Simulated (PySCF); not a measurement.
A structure optimised at PBE0-D3(BJ)/def2-SVP, used in a PySCF frequency run:

```xyz
8

B     -0.1254     0.9273     0.0000
F     -1.3771     1.3812     0.0000
C      1.0550     1.9503     0.0000
H      0.9615     2.6069    -0.8818
H      2.0567     1.5028     0.0000
H      0.9615     2.6069     0.8818
Se     0.0355    -1.0139     0.0000
H      1.5040    -1.0134     0.0000
```
Charge 0, spin multiplicity 1.

Question: Write its SMILES, formula and point group.

Answer: CB(F)[SeH], CH4BFSe, Cs

Question: What are its rotational constants (standard atomic weights)?

Answer: 8.6260, 2.6601, 2.0591 GHz
